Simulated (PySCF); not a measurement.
Start geometry of phenyl isocyanate (`O=C=NC1=CC=CC=C1`) from GFN2-xTB (Å):
```
atom  x, y, z in Å
O1     4.312    0.148    0.307
C2     3.152   -0.063    0.252
N3     2.031   -0.500    0.235
C4     0.745   -0.228    0.090
C5    -0.188   -1.294    0.199
C6    -1.543   -1.049    0.061
C7    -1.995    0.223   -0.196
C8    -1.093    1.281   -0.317
C9     0.246    1.062   -0.148
H10    0.188   -2.281    0.421
H11   -2.245   -1.876    0.163
H12   -3.057    0.404   -0.303
H13   -1.497    2.284   -0.525
H14    0.937    1.873   -0.248
```

**Question.** What comes out of this run: PBE0-D3(BJ)/def2-SVP geometry optimisation, gas phase (PySCF)?

**Answer.** 
```
atom  x, y, z in Å
O1     4.2959    0.3069    0.2637
C2     3.1802   -0.0405    0.2459
N3     2.0728   -0.5041    0.2499
C4     0.7218   -0.2476    0.1008
C5    -0.1847   -1.3076    0.2166
C6    -1.5484   -1.0730    0.0692
C7    -2.0204    0.2124   -0.1934
C8    -1.1158    1.2679   -0.3080
C9     0.2496    1.0460   -0.1628
H10    0.1987   -2.3084    0.4221
H11   -2.2494   -1.9058    0.1608
H12   -3.0913    0.3923   -0.3086
H13   -1.4757    2.2789   -0.5134
H14    0.9603    1.8707   -0.2523
```

The energy falls by 3.9 kcal/mol over 11 energy and gradient evaluations, the largest force component goes from 0.0667 to 1.1e-04 Eh/bohr, and the atoms move by 0.045 Å rms after alignment. The bond that changes most is N3–C4 (isocyanate nitrogen to aromatic carbon bearing nitrogen), which lengthens by 0.061 Å. Bonds longer at the end by more than 0.005 Å: 7 of 14; shorter: 3. Among the angles that change most is O1–C2–N3, from 168.9° to 174.5°. Rotational constants go from 5507, 944.3, 806.1 to 5400, 937.3, 798.6 MHz. The orientation of the end geometry is arbitrary; only internal coordinates are fixed.

The run used 151 basis functions and 77 SCF cycles in all. Hardware: Arm Neoverse V1, one thread, shared host with 32 logical CPUs at a one-minute load of 7.6. Cost: 1.7 min, 0.60 GiB resident at most.

Not checked by PBE0-D3(BJ)/def2-SVP frequencies. One conformer, not necessarily the lowest.
